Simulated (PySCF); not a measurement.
MRb cations for M along the fifth-period p block

HF with double-zeta basis sets in PySCF, for the lowest determinant that a PBE0 search found; no spin–orbit coupling. De refers to high-spin ground-configuration atoms (the charge goes to the atom of lower measured ionisation energy or higher electron affinity, which is not always the lowest computed limit). A positive dipole points towards Rb; it is taken about the centre of mass and depends on that origin.

```json
{"M": "In", "basis": "def2-SVP", "reference": "UHF", "charged atom": "Rb+", "state (unpaired electrons)": "doublet (σ ↑)", "Re (Å)": "4.359", "ωe (cm⁻¹)": "43.3", "De (eV)": "0.39", "μ (D)": "9.02"}
{"M": "Sb", "basis": "def2-SVP", "reference": "UHF", "charged atom": "Rb+", "state (unpaired electrons)": "quartet (σ ↑, π ↑↑)", "Re (Å)": "4.321", "ωe (cm⁻¹)": "30.6", "De (eV)": "0.09", "μ (D)": "10.89"}
{"M": "Te", "basis": "def2-SVP", "reference": "UHF", "charged atom": "Rb+", "state (unpaired electrons)": "triplet (π ↑↑)", "Re (Å)": "3.991", "ωe (cm⁻¹)": "53.7", "De (eV)": "0.30", "μ (D)": "10.03"}
```

The shortest bond is that of RbTe⁺ (3.991 Å), the longest that of RbIn⁺ (4.359 Å).

The state changes along the series, so neighbouring rows are not always alike in their bonding.

These are scalar-relativistic numbers at best; spin–orbit coupling would shift them, the dissociation energy most. For an ion De counts to the pair picked by the measured ionisation energies or electron affinities, which need not be the lowest pair at this level. Hartree–Fock leaves out correlation, which carries a large part of most bond energies and some tenths to 1 eV of ionisation energies. States were picked by a PBE0 search and need not be the measured ground states.
